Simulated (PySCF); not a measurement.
SMILES [GeH3][SiH2][SiH2]O[SiH3] (H₁₀GeOSi₃) (GFN2-xTB optimised geometry):

```
15

Si     3.038    -1.046     0.171
O      1.509    -0.544     0.000
Si    -0.113    -0.544     0.000
Si    -0.706     1.686     0.000
Ge    -3.029     1.906     0.199
H      3.084    -2.490    -0.051
H      3.429    -0.699     1.535
H      3.778    -0.303    -0.843
H     -0.517    -1.310    -1.187
H     -0.543    -1.307     1.180
H     -0.312     2.416    -1.217
H     -0.106     2.477     1.087
H     -3.778     0.618     0.417
H     -3.757     2.490    -0.979
H     -3.540     2.755     1.328
```

Method: CAM-B3LYP/def2-TZVP run with PySCF.

What are the frontier orbital energies and the dipole moment?

HOMO-2 -10.12 eV, HOMO-1 -10.08 eV, HOMO -9.18 eV, LUMO 0.26 eV, LUMO+1 0.69 eV; dipole moment 1.15 D.

Meta-Löwdin charges at CAM-B3LYP/def2-TZVP: Si1 0.80, O2 -0.86, Si3 0.71, Si4 0.15, Ge5 0.10, H6 -0.13, H7 -0.12, H8 -0.12, H9 -0.11, H10 -0.12, H11 -0.07, H12 -0.07, H13 -0.06, H14 -0.05, H15 -0.05.
